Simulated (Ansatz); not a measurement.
Ansatz (a first-principles code) input:

Ansatz 0.2 input:
```yaml
crystal:
  periodic: [false, false, false]
  atoms:
    - {symbol: C, position_ang: [-1.15883105, -0.01847565, -0.06229433]}
    - {symbol: N, position_ang: [0.23205449, -0.01180046, -0.00486002]}
    - {symbol: C, position_ang: [1.40595747, -0.07138145, -0.02931754]}
    - {symbol: H, position_ang: [-1.57509069, -0.35903733, 0.89087131]}
    - {symbol: H, position_ang: [-1.53204927, 0.98078321, -0.30717996]}
basis:
  gaussian:
    orbitals: 6-31G*
hamiltonian:
  xc: {name: PBE0}
total_charge: -1
```

### Question
What final total energy does it print?

### Answer
-131.90373 Eh (PBE0/6-31G*).

It need not be the lowest isomer of its formula. Whether it binds its extra electron was not tested at this geometry.
